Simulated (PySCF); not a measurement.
# Static response to an electric field

Compound: Ge(iPr)2H2, C₆H₁₆Ge.
Geometry (PBE0-D3(BJ)/def2-SVP, Å), atoms numbered from 1 in this order:
```xyz
23
C6H16Ge angstrom
Ge    -0.7927    0.0222   -0.5766
C     -0.8490    0.2659    1.3809
C     -0.1963   -0.9120    2.0975
C     -2.2752    0.5103    1.8614
H     -0.2512    1.1738    1.5789
H      0.8535   -1.0539    1.7959
H     -0.7305   -1.8546    1.8901
H     -0.2078   -0.7674    3.1916
H     -2.3043    0.6807    2.9516
H     -2.7298    1.3885    1.3767
H     -2.9236   -0.3565    1.6505
C      1.0442   -0.2760   -1.2329
C      1.9757    0.8460   -0.7857
C      1.0558   -0.4616   -2.7466
H      1.3754   -1.2191   -0.7618
H      2.0218    0.9372    0.3110
H      1.6508    1.8217   -1.1847
H      3.0050    0.6753   -1.1454
H      2.0776   -0.6555   -3.1162
H      0.4228   -1.3049   -3.0642
H      0.6891    0.4404   -3.2645
H     -1.3739    1.2787   -1.2717
H     -1.6799   -1.1894   -0.9574
```

Level: CAM-B3LYP/def2-SVPD (PySCF), static field, nuclei fixed, core orbitals frozen in the response. The polarisability tensor in these axes (au):

```
x   109.55  -0.44 -10.07
y    -0.44  94.08   0.25
z   -10.07   0.25 116.06
```

Question: Give the principal values, the mean and the anisotropy Δα = √{½[(α1 − α2)² + (α2 − α3)² + (α1 − α3)²]}.

Answer: Principal values 94.07, 102.23 and 123.40 au; mean 106.56 au = 15.79 Å³ = 17.57 × 10⁻⁴⁰ C²·m²/J; Δα = 26.22 au (25 % of the mean).

Question: What is the dipole moment, and where does it point?

Answer: (0.66, -0.02, 0.49) D, 0.82 D in size, pointing from the negative to the positive side. Measured along this direction, the outermost atoms are H23 and H22 at the negative end and H16, H6, H8 and H18 at the positive end.

Question: Along which axes do the principal values lie, and how far do the nuclei extend along each?

Answer: Largest value along (-0.59, 0.02, 0.81), where the nuclei span 7.50 Å; middle along (0.81, -0.03, 0.59), 3.68 Å; least along (0.03, 1.00, 0.00), 3.74 Å. 

Question: In a dilute gas of rigid molecules at 350 K, how does the orientational term μ²/3kT compare with the electronic polarisability?

Answer: In Gaussian units μ²/3kT = 4.67 Å³ against 15.79 Å³, a ratio of 0.30; the Debye molar polarisation (4π/3)N_A(α + μ²/3kT) is 51.6 cm³/mol, leaving out the vibrational part.

Question: What would n − 1 = 2πNα be for an ideal gas of these molecules at 400 K and 1 atm, electronic part alone?

Answer: N = p/kT = 1.8347 × 10¹⁹ cm⁻³, so n − 1 = 2π × N × 15.79 × 10⁻²⁴ cm³ = 1820 × 10⁻⁶ at long wavelengths, for an ideal gas.

Question: Give the eigenvalues of the traceless quadrupole moment Θ = ½Σq(3rr − r²1), origin at the centre of nuclear charge.

Answer: -1.24, -0.26, 1.50 D·Å. The values depend on the origin, since the dipole doesn't vanish. The electronic extent ⟨r²⟩ about the same centre is 1437 bohr², a root-mean-square distance of 2.19 Å for the 84 electrons.

The structure is a single PBE0-D3(BJ)/def2-SVP conformer in the gas phase; no vibrational or solvent corrections. The calculation is non-relativistic, for germanium too.
